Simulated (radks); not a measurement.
Problem. Ru3.5+, 40.5 electrons, occupied as [Ar] 3d10 4s2 4d(up 2.5, down 2.5) 4p(up 3, down 2.5) (fractional occupations, a model configuration). Calculated with a radial shooting solver on a logarithmic mesh with Libxc functionals: scalar-relativistic Kohn-Sham, PBEsol, spin-polarised, spherical densities, finite nucleus; Fermi nuclear charge, rms radius 4.4809 fm. Some entries of the table are withheld. Estimate them.

orbital  occ.  eigenvalue (eV)  <r> (bohr)  <1/r> (bohr^-1)
1s up       1        -21969.56     0.03345            45.85
1s down     1        -21969.46     0.03345            45.85
2s up       1        -3198.027      0.1457            10.36
2s down     1        -3197.958      0.1457            10.36
2p up       3        -2869.646      0.1270            10.05
2p down     3        -2869.544      0.1270            10.05
3s up       1        -600.1308      0.4029            3.593
3s down     1        -600.0169      0.4029            3.593
3p up       3        -492.2130      0.4031            3.422
3p down     3        -492.0850      0.4031            3.422
3d up       5              (1)      0.3840            3.195
3d down     5              (2)      0.3839            3.196
4s up       1        -119.9553       1.005            1.364
4s down     1        -119.3837       1.005            1.363
4p up       3         -89.3847       1.098            1.229
4p down   2.5         -88.8455       1.100            1.227
4d up     2.5         -45.2195       1.389              (3)
4d down   2.5         -44.8079       1.396              (4)

Solution. 
(1) 3d up eigenvalue (eV): -318.4170
(2) 3d down eigenvalue (eV): -318.2828
(3) 4d up <1/r> (bohr^-1): 0.9481
(4) 4d down <1/r> (bohr^-1): 0.9441
